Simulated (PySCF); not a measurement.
**Electronic structure of Rh (rhodium, neutral) at the UHF level**

Configuration: [Kr] 4d7 5s1 6s1, high-spin 6F determinant (an excited configuration). Calculation: PySCF 2.14, in aug-cc-pwCVDZ-PP with ECP28MDF; a scalar-relativistic core potential.

```json
{
 "Total energy": "-109.194687 hartree",
 "One-electron energy": "-188.8461 hartree",
 "Hartree (Coulomb) energy": "90.1084 hartree",
 "Exchange energy": "-10.4570 hartree",
 "⟨S²⟩": "8.7538",
 "⟨L²⟩": "12.054",
 "Sum of ⟨r⟩": "30.25 bohr",
 "Sum of ⟨r²⟩": "115.3 bohr²"
}
```

```
shell  electrons  mean orbital energy (eV)  spread (eV)  rms radius, mean of both spins (bohr)
 4s α          1                   -112.43            0                                   1.05
 4s β          1                   -106.51            0                                   1.05
 4p α          3                   -75.439            0                                   1.16
 4p β          3                   -68.317            0                                   1.16
 4d α          5                   -20.777        1.164                                   1.60
 4d β          2                   -17.963            0                                   1.60
 5s α          1                   -11.560            0                                   3.12
 6s α          1                    -2.331            0                                   8.79
```

Energies and moments cover only the electrons outside the core potential. The outer electron is Rydberg-like, and this basis confines it to a smaller radius and binds it less than a complete one would.
